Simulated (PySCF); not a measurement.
Electronic structure of He (helium, neutral) at the UHF level

Configuration: 1s1 2p1, high-spin 3P determinant (an excited configuration). Computed with PySCF 2.14 in dyall-av3z (10s3p2d, 29 functions), with no relativity, point nucleus.

| Item | Value |
| --- | --- |
| Total energy | -2.004388 hartree |
| One-electron energy | -2.4606 hartree |
| Hartree (Coulomb) energy | 1.3056 hartree |
| Exchange energy | -0.8494 hartree |
| Kinetic energy | 2.44435 hartree |
| ⟨S²⟩ | 2.0000 |
| ⟨L²⟩ | 2.000 |
| Sum of ⟨r⟩ | 3.085 bohr |
| Sum of ⟨r²⟩ | 6.739 bohr² |
| Traceless quadrupole moment −½Σ⟨3z² − r²⟩ along its main axis | -2.38 e·bohr² |
| Density at the nucleus (Gaussians lack the cusp) | 2.39 bohr⁻³ |
| Spin density at the nucleus | 2.39 bohr⁻³ |
| Langevin diamagnetic susceptibility | -5.34 ×10⁻⁶ cm³/mol |

| shell | electrons | mean orbital energy (hartree) | rms radius, mean of both spins (bohr) |
| --- | --- | --- | --- |
| 1s α | 1 | -1.54168 | 0.904 |
| 2p α | 1 | -0.00654 | 2.43 |

The outer electron is Rydberg-like, and this basis confines it to a smaller radius and binds it less than a complete one would.

Spin-orbit constants ζ (cm⁻¹) from the X2C one-electron operator on these orbitals (non-relativistic here): bare nucleus, nucleus screened by l(l+1)(2l+1)/3 electrons, and screened by the Breit-Pauli mean field of the electrons.

```
shell   bare  screened nucleus  mean field
   2p  3.079             1.539      0.9662
```

To first order the Landé constant is A = 0.4831 cm⁻¹, so the lowest level has J = 0 and lies 0.000120 eV below the centre of the term. This holds in LS coupling only.
